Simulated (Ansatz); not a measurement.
Cost and result for the atomization energy of CH$_{5}$FO$_{3}$Si, SMILES `OC(O)(O)[SiH2]F` (11 atoms, 10 bonds).

```csv
atom,x (Å),y (Å),z (Å)
O1,0.9118,-1.2200,-0.4139
C2,-0.0764,-0.4504,0.2306
O3,0.0681,-0.4551,1.6007
O4,-1.2936,-1.0580,-0.0958
Si5,-0.0845,1.3624,-0.3818
F6,1.4257,1.9036,-0.3295
H7,1.7708,-0.8279,-0.2239
H8,-0.0862,-1.3613,1.9034
H9,-1.1821,-1.4881,-0.9503
H10,-0.5185,1.3629,-1.7990
H11,-0.9349,2.2319,0.4595
```

The species carries charge 0 and has multiplicity 1. The geometry is a stationary point of PBE0-D4/def2-TZVP. It is one conformer, not always the lowest. Program: Ansatz. All runs use 4 threads of an Intel Xeon Platinum 8259CL on a shared host. Times are those of one run each, without the atoms' runs, and a repeat can differ threefold. Electronic energies, without spin–orbit coupling; frozen cores. CCSD(T)/CBS adds CCSD(T) − MP2 in def2-TZVPP to the MP2 limit, and its time is that of the two runs behind it. T1 = 0.012. B3LYP takes the VWN-RPA correlation (the form of Gaussian; ORCA's B3LYP/G).

CCSD(T)/CBS is a level of theory with its own doubt, some kJ/mol a heavy atom from the limit and from the frozen cores, so smaller differences don't rank the functionals.

```
                             level  functions  wall time  atomization (kJ/mol)  difference from CCSD(T)/CBS  per bond
   PBE-D4/def2-TZVPP (with forces)        267      2.8 s                4249.0                         79.4       7.9
                PBE0-D4/def2-TZVPP        267      3.3 s                4119.6                        -50.0      -5.0
r2SCAN-D4/def2-TZVPP (with forces)        267      4.6 s                4158.3                        -11.3      -1.1
 B3LYP-D4/def2-TZVPP (with forces)        267      5.5 s                4124.2                        -45.4      -4.5
                 B2PLYP/def2-TZVPP        267        6 s                4093.7                        -75.9      -7.6
                ωB97X-V/def2-TZVPP        267        8 s                4163.6                         -6.0      -0.6
  ωB97M-V/def2-TZVPP (with forces)        267       11 s                4166.4                         -3.2      -0.3
                    MP2/def2-QZVPP        505       25 s                4240.8                         71.2       7.1
                CCSD(T)/def2-TZVPP        267    3.1 min                4034.9                       -134.7     -13.5
                 CCSD(T)/CBS(def2)          –    3.5 min                4169.6                          0.0       0.0
```

The D4 term adds +35.0 kJ/mol with B3LYP and +18.3 kJ/mol with PBE0; it sums over pairs of atoms, weighted by their polarisabilities, and B3LYP, whose exchange is more repulsive, gets the larger term. From PBE to PBE0 (25 % exact exchange), in def2-TZVPP and without D4, the atomization energy moves by −125.9 kJ/mol: exact exchange takes away binding that semilocal exchange gives to molecules. In def2-TZVPP, CCSD(T) changes the Hartree–Fock value by +1212.1 kJ/mol (the triples alone add +75.8 kJ/mol) and MP2 by +1337.7 kJ/mol; breaking electron pairs costs correlation energy, which Hartree–Fock lacks.
